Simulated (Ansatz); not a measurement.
Input for Ansatz (an electronic-structure program): U-wB97X-V/def2-TZVPP on Si2-, 2S+1 = 2, a spin state set in the input, which need not be the lowest, a point of a bond scan (R = 2.188 Å). Charge -1.

Ansatz 0.2 input:
```yaml
crystal:
  periodic: [false, false, false]
  atoms:
    - {symbol: Si, position_ang: [0.00000000, 0.00000000, 0.00000000]}
    - {symbol: Si, position_ang: [0.00000000, 0.00000000, 2.18802800]}
basis:
  gaussian:
    orbitals: def2-TZVPP
    pivot_positions_ang: [[0.00000000, 0.00000000, 0.00000000], [0.00000000, 0.00000000, 2.18802800]]
hamiltonian:
  xc: {name: wB97X-V}
total_charge: -1
magnetization: {spin_polarized: true, initial_magnetization: 1}
output: {forces: true, orbitals: {seedname: ./end}}
```

It printed:

```
WARN ansatz: RAYON_NUM_THREADS=1 ignored (pool sized by the plan → 1); use --threads N
Functional definition: wB97X-V
integrals: 0.03 GiB planned
582 factors; their error is unknown
integrals: 0.06 GiB planned
126 factors; integrals over basis functions are off by at most 1.9e-5 eV
mean field: 0.38 GiB planned
mean field evaluation 1: about -15749.9395 eV, gradient 5.3e0 eV
mean field evaluation 2: about -15750.2280 eV, gradient 2.5e0 eV
mean field evaluation 4: about -15750.2730 eV, gradient 2.2e-1 eV
mean field evaluation 8: about -15750.2853 eV, gradient 4.7e-3 eV
mean field evaluation 16: about -15750.3123 eV, gradient 3.9e-1 eV
mean field evaluation 32: about -15750.5462 eV, gradient 6.7e-6 eV
mean field -15750.54615998 eV, -578.8218952757 hartree, gradient 1.3e-6 eV, S^2 0.752715; 5 other end points of the search recorded, 0 dependent functions left out
the calculation of the forces begins
reference -15750.54615920 eV, -578.8218952468 hartree; 15, 14 occupied and 69, 70 virtual orbitals, 582 factors
Total energy: -15750.54615920 eV, -578.8218952468 hartree
Atom 0 at     0.000000     0.000000     0.000000 Å, force     0.000000    -0.000000     0.671792 eV/Å
Atom 1 at     0.000000     0.000000     2.188028 Å, force    -0.000000    -0.000000    -0.671792 eV/Å
Dipole moment:     0.000000     0.000000     0.000000 e Å
```

Self-consistency was reached.

Cost: very roughly 8 core-seconds.
